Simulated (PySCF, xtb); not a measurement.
H2O2Zn, SMILES [OH][Zn][OH] (connectivity only; charge and spin as stated), charge +1, multiplicity 2. The values are those of a single conformer.

Harmonic wavenumbers (cm⁻¹) from GFN2-xTB in xtb 6.7.1 at its own minimum, in rising order: 96, 213, 407, 430, 457, 570, 619, 3318, 3349.

Task: What does B3LYP-D3(BJ)/def2-TZVP (PySCF 2.14.0) give at its own minimum? (The exact figures need the calculation; the answer reports its results.)

Result: 141, 143, 446, 547, 621, 683, 727, 3685, 3705. Paired by order, the mean absolute difference is 153 cm⁻¹ and the zero-point energies are 13.5 and 15.3 kcal/mol.
